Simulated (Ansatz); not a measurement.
C2BrClF2, SMILES F/C(Cl)=C(\F)Br.

The structure is a stationary point at TPSSh-D3(BJ)/def2-SVP.

Two levels are set side by side: PBE/def2-SVPD (Ansatz, a first-principles code) and PBE0/def2-SVPD (Ansatz). Energy differences of separate SCF runs at the same geometry; the states with an electron removed or added have multiplicity 2 and 2. Differences are taken from unrounded values.

| quantity | PBE0 | PBE | PBE minus PBE0 |
|---|---|---|---|
| vertical ionisation energy (eV) | 9.61 | 9.28 | -0.33 |
| vertical singlet–triplet gap (eV) | 3.87 | 3.94 | 0.07 |
